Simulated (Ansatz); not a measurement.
Stepwise reaction of `O[SiH](O)N[Si](F)(F)F` with hydrogen, as a gas-phase model of exchange steps in deposition or etching. ΔE in kJ/mol.

Gas-phase electronic energies from Ansatz, PBE0-D4/def2-TZVP geometries. CCSD(T)/CBS is the MP2 limit (def2-TZVPP, def2-QZVPP) plus CCSD(T) − MP2 in def2-TZVPP, frozen cores. This one scheme is used for every species. Functionals use def2-TZVPP. B3LYP here is the variant with VWN-RPA as its local correlation; programs differ in this. Each species was taken in one conformer, which may not be the lowest.

```json
{"step": "2", "reaction": "`O[SiH](O)N[SiH](F)F` + H₂ → `O[SiH](O)N[SiH2]F` + H–F", "PBE-D4": "130.8", "B3LYP-D4": "140.3", "ωB97M-V": "140.7", "CCSD(T)/CBS": "137.4"}
```

(1) Give the row of step 1, `O[SiH](O)N[Si](F)(F)F` + H₂ → `O[SiH](O)N[SiH](F)F` + H–F. (Estimate.)

(2) By hand: ΔE of the 2 steps together at CCSD(T)/CBS.

Results:

(1) The calculation gave: 
```
step                                                    reaction  PBE-D4  B3LYP-D4  ωB97M-V  CCSD(T)/CBS
   1  `O[SiH](O)N[Si](F)(F)F` + H₂ → `O[SiH](O)N[SiH](F)F` + H–F   131.2     140.3    140.6        137.0
```

(2) (137.0) + (137.4) = 274.4 kJ/mol, or 137.2 kJ/mol a step.

In ΔE the steps differ by no more than 0.4 kJ/mol. All are uphill at CCSD(T)/CBS. PBE-D4 differs from CCSD(T)/CBS by -6.6 to -5.8 kJ/mol a step. Isolated molecules leave out the surface, adducts and barriers. Largest T1 diagnostic: 0.012.
